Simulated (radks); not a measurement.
Values are calculated unless marked as measured or tabulated.
Neutral cadmium inside a hard spherical wall (all orbitals vanish at R), configuration held at [Kr] 4d10 5s2 and not refilled when levels cross. Code: a radial shooting solver on a logarithmic mesh with Libxc functionals. Model: scalar-relativistic Kohn-Sham, LDA (Slater exchange, Perdew-Wang correlation), spin-polarised, spherical densities, finite nucleus; Fermi nuclear charge, rms radius 4.6087 fm. Eigenvalues in eV for spin up, with the zero of energy where the potential of the charges vanishes at infinity; a dash marks a level that is unbound or too diffuse for the functional's potential to be trusted. A positive occupied level is held by the wall or, in an anion where self-interaction has pushed it up, behind a barrier. The pressure on the wall is -dE/dV.

| R (bohr) | E (hartree) | kinetic (hartree) | e(4s) | e(4p) | e(4d) | e(5s) | e(5p, empty) | e(6s, empty) | pressure (GPa) |
|---|---|---|---|---|---|---|---|---|---|
| free | -5589.48565 | 5814.441 | -105.84 | -66.990 | -11.899 | -5.955 | -1.326 | -0.016 | 0 |
| 20 | -5589.48565 | 5814.441 | -105.84 | -66.990 | -11.899 | -5.955 | -1.326 | 0.116 | < 0.0001 |
| 12 | -5589.48564 | 5814.441 | -105.84 | -66.988 | -11.898 | -5.954 | -1.302 | 0.822 | 0.000233 |
| 8 | -5589.48375 | 5814.458 | -105.72 | -66.875 | -11.787 | -5.849 | -0.930 | 3.782 | 0.0877 |
| 7 | -5589.47898 | 5814.493 | -105.54 | -66.686 | -11.604 | -5.660 | -0.488 | 6.154 | 0.398 |
| 6 | -5589.46236 | 5814.596 | -105.08 | -66.231 | -11.166 | -5.156 | 0.488 | 10.609 | 1.90 |
| 4 | -5589.15912 | 5816.021 | -101.11 | -62.320 | -7.466 | 0.354 | 8.810 | 40.602 | 69.0 |
| 2.5 | -5585.48147 | 5830.583 | -81.211 | -43.116 | 12.157 | 39.501 | 57.568 | 172.80 | 3000 |
